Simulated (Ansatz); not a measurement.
Bond stretch in SMILES [OH][Ge]([OH])([OH])[OH] (H₄GeO₄). The O1–H9 bond (O1 also carries Ge; H9 carries nothing else) is pulled apart rigidly from the PBE0/def2-TZVP optimised geometry.

Method: Ansatz (a program for electronic structure) with CCSD(T) on UHF/cc-pVDZ, cores with 3d frozen.

Q: Relative to R = 0.96 Å, what are the energies at R = 0.84, 0.90, 1.04, 2.33 Å?

A: 13.3 kcal/mol at 0.84 Å, 3.2 kcal/mol at 0.90 Å, 2.7 kcal/mol at 1.04 Å, 116.9 kcal/mol at 2.33 Å.

The unrestricted determinant behind UCCSD(T) is spin-contaminated at 1.41 to 2.79 Å (<S²> up to 1.0, against 0.00 for a pure singlet).
